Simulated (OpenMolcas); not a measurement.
Ho V.

```json
{"Program": "OpenMolcas 26.06", "Method": "CASSCF", "Basis": "ANO-R2 [8s6p4d3f1g]", "Scalar Hamiltonian": "X2C, finite nucleus", "Active space": "9 electrons in 7 orbitals (4f)", "State averaging": "2S+1 = 6 odd, 21 roots; 2S+1 = 4 odd, 224 roots (128 in the spin-orbit step); 2S+1 = 2 odd, 231 roots kept (CI in the orbitals of an earlier block, 143 in the spin-orbit step)", "Spin-orbit coupling": "state interaction with AMFI integrals over the reference wave functions, term energies averaged over their components"}
```

Levels without dynamic correlation, in cm⁻¹ above 4f⁹ ⁶H°_15/2:

```
                Level      E
4f⁹ ⁴F°_9/2(1) [65 %]  26940
         4f⁹ ⁶F°_11/2  11033
      4f⁹ ⁴G°_11/2(1)  29912
         4f⁹ ⁴M°_21/2  30298
```

On this reference, MS-CASPT2, IPEA 0.25 Eh, imaginary shift 0.1 Eh (closed shells correlated: 5s 5p) puts 4f⁹ ⁴F°_9/2(1) [65 %] at 25000 cm⁻¹.

Task: Estimate the other levels at that method by one scale factor, and say how well it serves.

Result: The factor is 25000 / 26940 = 0.928. Scaled values beside those that MS-CASPT2 gives:
```csv
Level,Scaled,MS-CASPT2,Miss (%)
4f⁹ ⁶F°_11/2,10239,9610,+6.5
4f⁹ ⁴G°_11/2(1),27758,27880,-0.4
4f⁹ ⁴M°_21/2,28117,30390,-7.5
```
For these levels the scaled values miss MS-CASPT2 by up to 7.5 %, as correlation changes each term by its own factor, spin-orbit parts do not scale and CASPT2 has its own spread within terms. This holds within one configuration; levels of others move differently, and the target method has errors of its own against measurement.

Term energies are means over components that CASPT2 splits; among the terms shown or strongly mixed into the levels shown the widest spread is 180 cm-1 (4f⁹ ⁶H°, MS-CASPT2). High states are left out of the spin-orbit mixing, which shifts the levels that they would mix with. Without dynamic correlation excited terms often stand tens of per cent too high (terms of higher spin than the ground term too low), and those without a measured partner can miss by more than the paired ones (holds for CASSCF). Blocks of more than 70 roots (2S+1 = 4 odd, 2 odd) ran without multistate coupling (holds for MS-CASPT2). Levels of configurations outside the active space are missing.

A share in square brackets marks a mixed level and gives the weight of the term that names it, the lowest over the columns. A number in round brackets counts repeated terms of one configuration in the order of the reference energies. ° marks odd parity.
